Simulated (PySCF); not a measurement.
# What a mistake does to a calculation on CH6NSi2

These are calculations, not measurements. The program is PySCF 2.14.0, an open-source quantum chemistry code, run on an isolated molecule that a program drew, which may never have been made. The molecule is CH6NSi2 (charge 0, doublet), drawn as the SMILES string `C=[SiH]N[SiH2]`.

Each row is a Hartree-Fock (HF) and frozen-core CCSD(T) single point in the cc-pV(D+d)Z basis, meant for a local HF minimum. Run 1 is clean. Each other run has one planted mistake out of seven kinds, and not every kind appears here: one electron removed, one electron added, multiplicity raised by two, geometry at a saddle point, minimal basis STO-3G, one bond length entered in bohr, all coordinates scaled. The reference is restricted for singlets and unrestricted otherwise, and also for a bond in bohr. Adding or removing an electron swaps singlet and doublet. Electrons count all cores. HOMO and LUMO are orbital energies over both spins, the gradient is its largest component, and the lowest frequency (negative if imaginary) is given only where the gradient is small. Bond lengths are over the 9 bonds as drawn. T1 is the CCSD diagnostic: over 0.02 (restricted) or 0.045 (unrestricted) a single reference is doubtful.

Geometry of the clean run:
```xyz
10
CH6NSi2, angstrom
C    -1.8828   -0.2498   -0.4167
Si   -0.2063   -0.1915   -0.2508
N     0.7216    1.1803    0.1752
Si    2.4224    1.3604    0.5086
H    -2.3620   -1.1788   -0.7047
H    -2.5433    0.5960   -0.2651
H     0.6719   -1.3504   -0.4499
H     0.1758    2.0159    0.3131
H     2.9797    2.5185   -0.2351
H     3.0952    0.1063    0.0980
```

```
run,electrons,basis functions,<S^2>,HOMO (eV),LUMO (eV),gradient (hartree/bohr),lowest frequency (cm^-1),mean bond (Å),longest bond (Å),T1,HF (hartree),CCSD(T) (hartree),mistake
1,47,104,0.756,-7.92,1.57,3.1e-05,69,1.4164,1.742,0.0166,-673.63899,-674.19227,no fault
2,48,104,0.000,-0.34,7.46,8.1e-02,-,1.4164,1.742,0.0171,-673.61399,-674.19779,one electron added
3,47,104,3.783,-4.66,1.10,1.3e-01,-,1.4164,1.742,0.0156,-673.54130,-674.06203,multiplicity raised by two
4,46,104,0.000,-12.15,-6.58,7.3e-02,-,1.4164,1.742,0.0453,-673.35674,-673.92805,one electron removed
5,47,34,1.140,-3.85,6.33,2.9e-02,-,1.4164,1.742,0.0574,-665.73417,-665.97648,?
6,47,104,1.041,-7.15,1.27,4.9e-02,-,1.5254,1.877,0.0441,-673.58886,-674.15922,?
```

**Which mistake was planted in run 5, and what did it cost?**

It has 34 basis functions where the clean run has 104, with the same electrons and geometry. So the mistake is: minimal basis STO-3G. Subtracting run 1 and multiplying by 627.51 kcal/mol a hartree, the energy moved by 4960.3 kcal/mol in HF and 5155.5 kcal/mol in CCSD(T).

**Which mistake was planted in run 6, and what did it cost?**

The mean and the longest bond both change by the same factor, 1.077, and the gradient is no longer small. So the mistake is: all coordinates scaled. Subtracting run 1 and multiplying by 627.51 kcal/mol a hartree, the energy moved by 31.5 kcal/mol in HF and 20.7 kcal/mol in CCSD(T).

Cautions from the logs. Run 4: T1 is over the limit, so its CCSD(T) energy is less reliable; run 5: T1 is over the limit, so its CCSD(T) energy is less reliable.
